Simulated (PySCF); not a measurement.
# Hafnium: a sound run and one with changed settings

Sound run: Hf⁺ [Xe] 4f14 5d1 6s2, Hf²⁺ [Xe] 4f14 5d2. Calculation: PySCF 2.14, in cc-pVTZ-PP with ECP60MDF; scalar relativity through the core potential. The sound run starts from symmetry-adapted Hartree-Fock orbitals and uses a fine grid where one is needed.

Changed run: 6 angular points. This setting is unsound on purpose.

```
species  method  sound run (hartree)  changed run (hartree)  converged
    Hf⁺     UHF                  n/a              -47.71664         no
    Hf⁺    MN15            -48.14940              -48.53168        yes
    Hf⁺    BP86            -48.26923              -50.32037         no
   Hf²⁺     UHF            -47.25230              -47.25230        yes
   Hf²⁺    MN15            -47.59818              -47.99787        yes
   Hf²⁺    BP86            -47.72350              -50.52368        yes
```

A coarse angular grid integrates products of high-l functions wrongly, so density functionals can shift, and the SCF can exploit the error; Hartree-Fock and MP2 need no grid.
